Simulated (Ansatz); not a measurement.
Cartesian coordinates in Å:
```
C -2.092 -0.975 0.261
Si -0.437 -0.953 -0.601
N 0.614 0.210 0.116
C 2.042 0.110 -0.059
C 0.171 1.554 0.391
H -2.647 -0.047 0.104
H -2.700 -1.790 -0.141
H -1.976 -1.132 1.336
H -0.688 -0.727 -2.062
H 0.256 -2.265 -0.477
H 2.565 0.467 0.838
H 2.334 -0.929 -0.224
H 2.409 0.704 -0.911
H -0.906 1.579 0.569
H 0.662 1.942 1.293
H 0.394 2.252 -0.431
```

Total charge 0; spin multiplicity 1.

Q: List the r2SCAN/def2-TZVPP orbital energies in eV (Ansatz 0.2.0). (Best estimate.)

A: The calculation gave: Occupied: -1790.68, -384.87, -273.62, -273.56, -272.52, -141.09, -95.97, -95.95, -95.94, -23.54, -18.41, -18.10, -16.12, -13.16, -11.54, -11.45, -11.18, -10.31, -10.02, -9.74, -9.20, -8.60, -8.04, -7.94, -5.19. Lowest empty: 0.72, 0.89, 1.66, 2.11, 2.27, 2.48, 2.62, 2.76.
